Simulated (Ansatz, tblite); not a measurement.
Forces on the cluster Ge₂F₅⁻ at its PBE0-D4/def2-SVPD geometry. Charge -1, multiplicity 1.

The xTB rows come from tblite. Another isomer (singlet) lies 0.06 eV lower at PBE0-D4/def2-TZVPD; other spin states weren't run for this one.

GFN1-xTB (tblite), largest force 1.33 eV/Å:

```xyz
7
positions Å, forces eV/Å
Ge   -1.882    0.174   -0.164    1.306    0.115    0.232
Ge    0.768    0.291    0.249   -1.077   -0.070   -0.180
F     1.542    1.759   -0.417   -0.034   -0.098    0.127
F    -1.676   -0.318   -1.901   -0.127   -0.064   -0.015
F     2.005   -0.899   -0.223    0.046    0.102    0.059
F    -1.999   -1.514    0.496   -0.118   -0.038   -0.069
F     1.241    0.507    1.959    0.004    0.053   -0.154
```

GFN2-xTB (tblite), largest force 2.15 eV/Å:

```
Ge -0.482 0.782 0.325
Ge -1.998 -0.569 -0.548
F 0.796 0.931 -0.274
F -0.011 -0.235 -0.528
F 1.161 -0.578 -0.157
F -0.097 -0.559 0.118
F 0.632 0.228 1.066
```

PBE-D4/def2-TZVPD (Ansatz), largest force 0.37 eV/Å:

```
Ge -0.128 0.174 0.071
Ge -0.184 -0.014 -0.035
F 0.110 0.289 -0.145
F -0.011 -0.021 -0.232
F 0.221 -0.269 -0.113
F -0.058 -0.195 0.114
F 0.050 0.036 0.339
```
